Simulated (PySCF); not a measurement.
**Ionisation energy of Ti⁺ by level of theory**

Ti⁺ [Ar] 3d2 4s1 (4F) → Ti²⁺ [Ar] 3d2 (3F), as a difference of total energies. Calculation: PySCF 2.14, in aug-cc-pVDZ-DK (7s6p4d2f, 59 functions); scalar relativity by spin-free X2C-1e. Correlated levels: valence: [Ar] frozen. The calculations carry no spin-orbit coupling.

Task: Order these methods by the ionisation energy they give, lowest first.
A. UHF
B. MP2 (valence)
C. SCS-MP2 (valence)
D. M06-L

Result: D (12.904 eV), A (12.953 eV), C (13.003 eV), B (13.103 eV).

The reference lies between the lowest fine-structure levels, while these numbers refer to the centres of the terms.

Errors of the correlated levels include the incompleteness of this basis and the frozen core.

For comparison: 13.575 eV (measured; NIST Atomic Spectra Database, ionization energies).
